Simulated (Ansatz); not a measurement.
Isolated molecules relaxed with PBE0-D4/def2-TZVP in Ansatz; ΔE leaves out vibrations. CBS: MP2 limit from def2 TZ/QZ plus the TZ coupled-cluster correction, frozen cores. For Br outer-core shells are correlated without core-valence functions, which leaves a few kJ/mol of doubt a bond. Scalar relativity is left out up to krypton. One conformer a species, not always the lowest.

Reaction (formal exchange of groups at the Si–C bond): `N=C[Si](N)(O)F` + `C=C(O)Br` → `N[Si](O)(F)Br` + `C=C(O)C=N`

`N=C[Si](N)(O)F`:

```xyz
11

N     0.562   -0.821   -1.849
C     0.997   -0.319   -0.764
Si   -0.290    0.561    0.295
N    -0.455    0.026    1.886
O    -1.674    0.361   -0.528
F     0.204    2.076    0.390
H     1.292   -1.286   -2.390
H     2.054   -0.400   -0.471
H    -1.142   -0.658    2.149
H    -0.051    0.506    2.671
H    -1.499   -0.046   -1.389
```

`C=C(O)Br`:

```xyz
7

C    -0.799    0.016    0.457
C     0.198   -0.118   -0.407
O     1.487    0.211   -0.226
Br   -0.058   -0.835   -2.126
H    -1.802   -0.285    0.201
H    -0.617    0.434    1.441
H     1.590    0.576    0.661
```

`N[Si](O)(F)Br`:

Z-matrix (Å, degrees):
```
Si
O 1 1.621
F 1 1.587 2 112.4
N 1 1.691 2 111.5 3 118.2
Br 1 2.203 2 104.7 3 -115.2
H 2 0.960 1 116.3 3 -71.3
H 4 1.007 1 119.8 2 58.2
H 4 1.008 1 119.2 2 -158.6
```

`C=C(O)C=N`:

```xyz
10

C     1.540   -0.475    0.489
C     0.249   -0.471    0.149
O    -0.524   -1.565    0.141
C    -0.435    0.762   -0.250
N    -1.662    0.682   -0.558
H     2.097    0.451    0.471
H     2.047   -1.384    0.784
H    -1.404   -1.255   -0.146
H     0.158    1.680   -0.257
H    -2.066    1.575   -0.823
```

| species | CCSD(T)/CBS(def2) energy (Eh) |
| --- | --- |
| `N=C[Si](N)(O)F` | -614.65910 |
| `C=C(O)Br` | -2726.36773 |
| `N[Si](O)(F)Br` | -3094.09073 |
| `C=C(O)C=N` | -247.00473 |

Work out ΔE.

ΔE = (-3094.09073) + (-247.00473) − (-614.65910) − (-2726.36773) = -0.06863 Eh = -180.2 kJ/mol.

Largest T1 diagnostic among the species: 0.013.

From PBE to PBE0 (25 % exact exchange), in def2-TZVPP and without D4, ΔE moves by −5.8 kJ/mol. In def2-TZVPP, CCSD(T) changes the Hartree–Fock value by +13.8 kJ/mol (the triples alone add +0.4 kJ/mol) and MP2 by +8.0 kJ/mol. Leaving LDA and LC-ωPBE aside and taking each functional with its dispersion term where it has one, the values, not all of them listed here, spread over 17.4 kJ/mol, from r2SCAN0-D4 to BLYP-D4. LDA lies −9.7 kJ/mol from PBE without D4.
